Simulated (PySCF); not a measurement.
UHF on Ni²⁺ (nickel, charge +2)

Configuration: [Ar] 3d8, high-spin 3F determinant. Computed with PySCF 2.14 in x2c-TZVPPall, with the spin-free X2C one-electron Hamiltonian (Gaussian nucleus).

| Item | Value |
| --- | --- |
| Total energy | -1518.235296 hartree |
| One-electron energy | -2089.1769 hartree |
| Hartree (Coulomb) energy | 633.0907 hartree |
| Exchange energy | -62.1491 hartree |
| ⟨S²⟩ | 2.0028 |
| ⟨L²⟩ | 12.024 |
| Sum of ⟨r⟩ | 15.65 bohr |
| Sum of ⟨r²⟩ | 15.35 bohr² |
| Langevin diamagnetic susceptibility | -12.2 ×10⁻⁶ cm³/mol |

| shell | electrons | mean orbital energy (hartree) | spread (hartree) | rms radius, mean of both spins (bohr) |
| --- | --- | --- | --- | --- |
| 1s α | 1 | -309.51522 | 0 | 0.0624 |
| 1s β | 1 | -309.51364 | 0 | 0.0624 |
| 2s α | 1 | -39.36905 | 0 | 0.265 |
| 2s β | 1 | -39.29510 | 0 | 0.265 |
| 2p α | 3 | -33.83197 | 0 | 0.238 |
| 2p β | 3 | -33.75855 | 0 | 0.238 |
| 3s α | 1 | -5.81121 | 0 | 0.796 |
| 3s β | 1 | -5.61233 | 0 | 0.796 |
| 3p α | 3 | -4.13998 | 0 | 0.848 |
| 3p β | 3 | -3.90098 | 0 | 0.848 |
| 3d α | 5 | -1.44615 | 0.05606 | 1.08 |
| 3d β | 3 | -1.35066 | 0 | 1.08 |

Densities and radii are taken from the X2C orbitals without a picture-change correction, which distorts them close to the nucleus.

Spin-orbit constants ζ (cm⁻¹) from the X2C one-electron operator on these orbitals: bare nucleus, nucleus screened by l(l+1)(2l+1)/3 electrons, and screened by the Breit-Pauli mean field of the electrons.

```tsv
shell	bare	screened nucleus	mean field
2p	98210	91190	87970
3p	12230	11350	10880
3d	1169	751.8	680.4
```

To first order the Landé constant is A = -340.2 cm⁻¹, so the lowest level has J = 4 and lies 0.127 eV below the centre of the term. This holds in LS coupling only.
